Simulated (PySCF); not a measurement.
Saddle point of GeH5Cl, closed shell (GeH₄ + HCl → GeH₃Cl ([Cl][GeH3]) + H₂; bonds formed: Ge1–Cl7, H2–H6; bonds broken: Ge1–H2, H6–Cl7), PBE0-D4/def2-TZVP structure:

Ge1  (-0.360, 0.479, -0.127)
H2  (0.062, -0.756, 1.158)
H3  (-1.198, -0.074, -1.271)
H4  (-1.320, 0.912, 1.016)
H5  (0.657, 1.593, -0.338)
H6  (0.634, -1.031, 0.541)
Cl7  (1.524, -1.123, -0.980)
(Å)

Energies are electronic, without zero-point energy. Barriers and step energies count from the start structure reached by relaxing down the imaginary mode; all methods use the PBE0-D4 structures, on which another method's saddle can fall below an end. Computed with PySCF 2.14 with density fitting (its default auxiliary sets; JK sets also for MP2 and CCSD(T)) (basis: def2-TZVPP, with def2-QZVPP for the basis limit); correlated methods freeze the cores. Filled d shells of the heavier atoms are correlated. The def2 sets are not built for correlating such inner shells, so the correlated values are less sure here. B3LYP uses VWN-RPA correlation. Extrapolation: Hartree–Fock as exp(−7.88 √X), correlation as X^−2.97.

```tsv
method	barrier (eV)	step energy (eV)
SPW92	?	-0.350
PBE-D4	1.537	-0.475
r2SCAN-D4	1.648	-0.516
PBE0-D4	1.687	-0.478
B3LYP-D4	1.766	-0.490
BHLYP-D4	?	-0.506
wB97M-V	?	-0.502
HF	2.295	-0.513
MP2	1.900	-0.530
CCSD	2.052	-0.432
CCSD(T)	1.970	-0.449
```

**Question.** Fill in the withheld barriers. (To be estimated.)

**Answer.** By the calculation: SPW92 1.378; wB97M-V 1.828; BHLYP-D4 1.917 eV. Each is the energy of the saddle less that of the start structure, by the same method.

For comparison, the barrier by CCSD(T) at an estimated basis limit (MP2 extrapolated from triple and quadruple zeta, plus CCSD(T) − MP2 in triple zeta) is 1.876 eV.

T1 diagnostic: at most 0.013.

Labels in which every atom is bracketed show which atoms are joined, not bond orders.

For scale, one of the runs: CCSD(T)/def2-TZVPP, 160 basis functions, launched by `OMP_NUM_THREADS=4 python run.py`. Time: 83 s of wall clock on 4 CPU threads of an Intel Xeon; the host was shared. Peak host memory: 1.4 GiB.
